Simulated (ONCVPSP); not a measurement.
## PBEsol ONCV dataset for Ga, scalar-relativistic all-electron reference.

ONCVPSP 4.0.1 input, shortened (lines: element, Z, core and valence counts, functional; n l f; lmax; l rc ep ncon nbas qcut; lloc lpopt rc5 dvloc0; l nproj debl; icmod fcfact rcfact), PBEsol, scalar-relativistic:

```
  Ga 31.00    3    4  -116133      upf
    1    0    2.00
    2    0    2.00
    2    1    6.00
    3    0    2.00
    3    1    6.00
    3    2   10.00
    4    0    2.00
    2
    0    0.95    0.00    4    7   15.70
    1    0.60    0.00    3    6   13.40
    2    1.20    0.00    4    9   15.60
    4    5    0.50    3.00
    0    2    1.60
    1    3    1.30
    2    2    1.80
    0    0.00    0.00
```

In the p channel the program set the typed energies aside and used -3.932, 0.250, 1.550 Ha.

All-electron outer shells of the reference configuration (PBEsol, scalar-relativistic, ld1.x):

| shell | level (eV) | outermost node (bohr) | outermost maximum (bohr) |
| --- | --- | --- | --- |
| 2p | -1106.54 | – | 0.15 |
| 3s | -156.09 | 0.27 | 0.56 |
| 3p | -107.00 | 0.24 | 0.56 |
| 3d | -27.46 | – | 0.53 |
| 4s | -16.36 | 0.81 | 1.85 |

What the tests gave:

```json
{
 "Cutoffs needed": "102 Ha and 304 Ha (the cutoffs (Ha) at which the residual kinetic energy of the hardest occupied pseudo-wave falls to 1 and 0.1 mHa per electron)",
 "Ghost test": "ghosts flagged at negative energy: p at -685.2 eV; GHOST(+) flags only above 600 eV; a true bound ghost makes a file unfit for plane-wave use",
 "Largest excitation error": "+1.2 meV (all-electron minus pseudo) for 3s2 3p6 3d10 4s0, out of 4 test configurations"
}
```

Generation and tests took about 4.8 s on one core of a shared server CPU.
